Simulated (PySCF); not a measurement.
propylene glycol (C3H8O2), singlet, geometry from GFN2-xTB. Base run: M062X/6-31G in PySCF.

Input for PySCF:
```python
from pyscf import gto, scf, dft

mol = gto.M(
    atom='''
C     1.83324331    0.13638099    0.35090210
C     0.42691443    0.30654220   -0.21207806
O    -0.28124422    1.34971891    0.43155499
C    -0.38814764   -0.99223231   -0.10847029
O    -1.67642873   -0.82208827   -0.63781928
H     2.36667096    1.08275455    0.30757844
H     1.78849069   -0.19345144    1.38820166
H     2.38133734   -0.60316406   -0.22521041
H     0.47213216    0.61355869   -1.26229834
H    -0.25594914    1.19385292    1.38370519
H     0.09000513   -1.79465989   -0.67338889
H    -0.44945832   -1.29548663    0.95090902
H    -1.96390590    0.07140544   -0.40150486
''',
    basis='6-31g',
    verbose=5,
)

mf = dft.RKS(mol)
mf.xc = 'm062x'
mf.kernel()
mf.analyze()
```

Variants of this job, named by their change:

```csv
change,ΔE vs base (mEh),fitting functions,dipole (D)
base,0.000,-,2.96
auxbasis = def2-universal-jfit,…,333,2.96
auxbasis = autoaux,-3.077,479,2.97
auxbasis = cc-pvdz-jkfit,-0.003,534,2.96
only_dfj = on; auxbasis = def2-universal-jfit,…,333,2.96
auxbasis = def2-tzvp-ri,-0.100,500,2.96
auxbasis = def2-svp-ri,-10.656,352,2.96
auxbasis = even-tempered beta=1.6,…,…,2.97
auxbasis = cc-pvtz-jkfit,-0.017,635,2.96
auxbasis = even-tempered beta=2.0,-3.159,437,2.97
```

**Question.** Fill in the missing entries.

**Answer.** 
- auxbasis = def2-universal-jfit, ΔE vs base (mEh): 1.007
- only_dfj = on; auxbasis = def2-universal-jfit, ΔE vs base (mEh): -0.231
- auxbasis = even-tempered beta=1.6, ΔE vs base (mEh): -2.666
- auxbasis = even-tempered beta=1.6, fitting functions: 645

A fitting set is made for a task (jfit for Coulomb, jkfit for Coulomb and exchange, ri for correlation) and for a family of orbital bases.
